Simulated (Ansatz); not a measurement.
System: CHS, net charge 0, doublet state. It need not be the lowest isomer of its formula. 
Coordinates optimised at B3LYP-D3(BJ)/def2-TZVP (Ansatz, an electronic-structure program):
```
S
C 1 1.6417
H 1 1.3772 2 103.75
```
Charge 0, spin multiplicity 2.

Quantity: atomisation energy (electronic, to ground-state atoms), in eV. Correlated levels leave the core frozen unless marked. Open shells are spin-unrestricted. Spin-orbit coupling is left out. Non-relativistic. The coupled-cluster limit lacks core correlation, which all-electron functionals hold. CBS(X,Y): correlation extrapolated as X^-3; Hartree-Fock from the larger set.

```json
[
 {"level": "RI-MP2/CBS(def2-TZVPP,def2-QZVPP)", "program": "Ansatz", "atomisation energy (eV)": "8.02"},
 {"level": "SCS-MP2/STO-3G", "program": "Ansatz", "atomisation energy (eV)": "6.74"},
 {"level": "SCS-MP2/6-31G*", "program": "Ansatz", "atomisation energy (eV)": "6.57"}
]
```

Q: Estimate the value at CCSD(T)/CBS(aug-cc-pV(T+d)Z,aug-cc-pV(Q+d)Z) as computed with Ansatz.

A: 8.05 eV
